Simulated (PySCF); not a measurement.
## Computed data sheet: `FC(F)=C(F)C1CC=CC1`

Species: C₇H₇F₃.
Structure used (PBE0-D3(BJ)/def2-SVP), in Å, numbered top down from 1:
```
atom  x, y, z in Å
F1     3.203    0.656    0.106
C2     2.657   -0.495    0.431
F3     3.551   -1.368    0.823
C4     1.347   -0.732    0.365
F5     0.913   -1.947    0.725
C6     0.300    0.228   -0.060
C7    -0.534   -0.259   -1.270
C8    -1.903    0.284   -0.980
C9    -2.013    0.718    0.279
C10   -0.737    0.539    1.048
H11    0.803    1.166   -0.339
H12   -0.113    0.090   -2.226
H13   -0.558   -1.363   -1.321
H14   -2.715    0.272   -1.711
H15   -2.928    1.113    0.728
H16   -0.450    1.421    1.642
H17   -0.827   -0.303    1.758
```

Structural features include: C=C double bond and C–F bond.

**PBE0-D3(BJ)/def2-SVP geometry optimisation, gas phase (PySCF)**

```
Rotational constants A, B, C : 2.901, 0.754, 0.706 GHz
```

**CAM-B3LYP/def2-SVPD ground state and vertical TDDFT (core frozen in the response) (PySCF)**

```
Dipole moment                                                     : 1.96 D
HOMO energy                                                       : -8.54 eV
LUMO energy                                                       : 1.05 eV
HOMO–LUMO gap                                                     : 9.59 eV
Lowest singlet excitation                                         : 6.49 eV (191 nm, f = 0.007)
Strongest line among the 6 lowest singlet transitions             : S3 at 6.98 eV (178 nm, f = 0.232)
Static isotropic polarisability                                   : 81.9 au
Electronic spatial extent ⟨r²⟩ about the centre of nuclear charge : 1593 bohr²
```

Monoisotopic mass (most abundant isotopes): 148.0500 u.

The dipole equals about 6.5 × 10⁻³⁰ C·m (1 D = 3.33564 × 10⁻³⁰ C·m). With B = h/(8π²I), that is 505.379 GHz u Å² over I, the principal moments of inertia are 174.2, 670.0 and 715.8 u Å² (most abundant isotopes); the inertial defect Ic − Ia − Ib is -128.4 u Å² (zero for a rigid planar frame, negative otherwise). In wavenumbers S1 is 52400 cm⁻¹ (1 eV = 8065.54 cm⁻¹). The largest Löwdin shares of the HOMO are 0.32 on C9, 0.32 on C8, 0.09 on C10 and 0.09 on C7.

One conformer stands for the species.
